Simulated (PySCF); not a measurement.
# TlC: energy against distance

Set-up: Tl cc-pVTZ-PP with ECP60, C cc-pVTZ; scalar-relativistic core potentials (PySCF 2.14). Energies in eV from Tl + C in their ground configurations at the same level. All curves are PBE0. state 1: ⁴Σ⁻ (quartet), unpaired electrons σ ↑, π ↑↑; state 2: Ms = 0.5 determinant of mixed spin (⟨S²⟩ near 1.8), unpaired electrons σ ↓, π ↑↑, a second solution, started from another occupation; state 3: Ms = 0.5 determinant of mixed spin (⟨S²⟩ near 1.8), unpaired electrons σ ↑, π ↑↓, a mixture of terms (⟨Lz²⟩ = 2.0), a second solution, started from another occupation; state 4: ²Π (doublet), unpaired electrons π ↑, a second solution, started from another occupation.

```
R (Å)  state 1  state 2  state 3  state 4
1.961   -2.185   -1.661   -1.597   -1.044
2.052   -2.516   -1.974   -1.919   -1.147
2.143   -2.697   -2.138   -2.092   -1.142
2.212   -2.759   -2.191   -2.150   -1.094
2.280   -2.776   -2.200   -2.164   -1.022
2.348   -2.756   -2.176   -2.143   -0.938
2.440   -2.690   -2.107   -2.076   -0.820
2.554   -2.562   -1.980   -1.949   -0.677
2.690   -2.369   -1.795   -1.760   -0.526
2.873   -2.086   -1.530   -1.482   -0.365
```

Put a parabola through the three lowest points of the state 1 curve and estimate Re, k and ωe (reduced mass 11.34 u; 1 eV/Å² = 0.16022 mdyn/Å; ωe = 1302.8·√(k/μ) cm⁻¹).

Through R = 2.212, 2.28, 2.348 Å the second-order coefficient is 4.00 eV/Å², so Re ≈ 2.277 Å, k ≈ 1.28 mdyn/Å and ωe ≈ 438 cm⁻¹. A polynomial fit of higher order to the unrounded PBE0 energies gives Re = 2.274 Å, k = 1.24 mdyn/Å, ωe = 431 cm⁻¹; anharmonicity and rounding make the difference.

The higher-order fit for each curve: state 1: Re = 2.274 Å, ωe = 431 cm⁻¹, De = 2.78 eV; state 2: Re = 2.262 Å, ωe = 428 cm⁻¹, minimum 2.20 eV below the ground-state fragments; state 3: Re = 2.270 Å, ωe = 428 cm⁻¹, minimum 2.16 eV below the ground-state fragments; state 4: Re = 2.091 Å, ωe = 503 cm⁻¹, minimum 1.16 eV below the ground-state fragments.

⟨S²⟩ of the unrestricted solution departs from its pure value on part of the curve, where spin states mix. Spin–orbit coupling is left out, which matters for elements this heavy, above all for dissociation energies. The state is the lowest determinant that a PBE0 search found; another state may lie lower at other levels.
